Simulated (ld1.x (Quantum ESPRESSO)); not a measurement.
## What the settings do to the RRKJ potential of iron (Fe)

Base potential:

ld1.x (Quantum ESPRESSO) 7.5 input, shortened:

```
&input
   title='Fe', zed=26., rel=1, dft='BLYP', iswitch=3,
   config='[Ar] 3d6 4s1.5 4p0'
 /
 &inputp
   pseudotype=2, tm=.false., lloc=0,
   nlcc=.true., rcore=0.40
 /
3
3P  2  1   6.00   0.00  1.00  1.00  0.0
3D  3  2   6.00   0.00  1.30  1.30  0.0
3S  1  0   2.00   0.00  0.80  0.80  0.0
 &test
   configts(1)='3s2 3p6 3d6 4s1.5 4p0'
 /
```

Occupied shells without a wave of their own: 4s. They enter only through the test configuration that unscreens the potential, and ld1.x also counts them in the model core charge.

All-electron outer shells of the reference configuration (BLYP, scalar-relativistic, ld1.x):

```json
{"shell": "2p", "level (eV)": "-702.77", "outermost node (bohr)": "–", "outermost maximum (bohr)": "0.18"}
{"shell": "3s", "level (eV)": "-97.82", "outermost node (bohr)": "0.33", "outermost maximum (bohr)": "0.70"}
{"shell": "3p", "level (eV)": "-63.94", "outermost node (bohr)": "0.30", "outermost maximum (bohr)": "0.72"}
{"shell": "3d", "level (eV)": "-11.47", "outermost node (bohr)": "–", "outermost maximum (bohr)": "0.71"}
{"shell": "4s", "level (eV)": "-8.69", "outermost node (bohr)": "1.00", "outermost maximum (bohr)": "2.32"}
{"shell": "4p", "level (eV)": "-4.17", "outermost node (bohr)": "1.10", "outermost maximum (bohr)": "3.06"}
```

Cutoffs, loose and tight: the cutoffs (Ry, on a coarse ladder) from which the occupation-weighted sum of valence levels, in a spherical-Bessel basis at the reference potential, stays within 10 and 1 mRy of its value at 400 Ry. They do not see the model core or the augmentation charge, which bear on the density cutoff. Test errors are all-electron minus pseudo excitation energies from the reference, over the configurations 3s2 3p6 3d6 4s2 4p0; 3s2 3p6 3d6 4s1 4p0; 3s2 3p6 3d6 4s0 4p0; 3s2 3p6 3d5 4s2 4p0; 3s2 3p6 3d4 4s0 4p0; 3s2 3p6 3d7 4s1 4p0; 3s1 3p6 3d6 4s2 4p0. A dash means not determined; rows that change the core or the reference have their own tests.

With those shells counted twice in exchange and correlation these files are broken, and their errors move erratically; no question is asked of them.

```tsv
change	outcome	cutoff, loose	cutoff, tight	bound ghosts	largest test error (meV)
base	generated	200 Ry	over 300 Ry	none	-741
all radii but the core radius scaled by about 0.77 (s 0.62, p 0.76, d 1.00 bohr)	generated	over 300 Ry	over 300 Ry	none	-917
all radii but the core radius scaled by about 0.88 (s 0.70, p 0.88, d 1.14 bohr)	generated	200 Ry	over 300 Ry	none	-785
all radii but the core radius scaled by about 0.97 (s 0.78, p 0.96, d 1.26 bohr)	generated	200 Ry	over 300 Ry	none	-743
all radii but the core radius scaled by about 1.10 (s 0.88, p 1.10, d 1.42 bohr)	generated	180 Ry	300 Ry	none	-816
all radii but the core radius scaled by about 1.15 (s 0.92, p 1.16, d 1.50 bohr)	generated	160 Ry	300 Ry	none	-850
all radii but the core radius scaled by about 1.30 (s 1.04, p 1.30, d 1.68 bohr)	generated, misses its reference levels by 0.26 eV	140 Ry	180 Ry	none	-1296
all radii but the core radius scaled by about 1.37 (s 1.10, p 1.38, d 1.78 bohr)	generated, misses its reference levels by 0.36 eV	120 Ry	160 Ry	none	-1576
```

Reading the sweep of the scale of all radii but the core radius (base = 1) (base included, trends over the rows without a ghost): The loose cutoff falls from 200 Ry at 0.88 to 120 Ry at 1.37. A larger radius leaves more room for a smooth pseudo-wave, so fewer plane waves are needed; a smaller one forces it to follow the all-electron wave where it bends sharply. The median size of the test errors (rows with all tests solved) rises from 60.0 meV at 0.77 to 230.9 meV at 1.37, with one reversal. More of the atom is replaced by a form fitted at one configuration, so other configurations suffer as the radius grows.
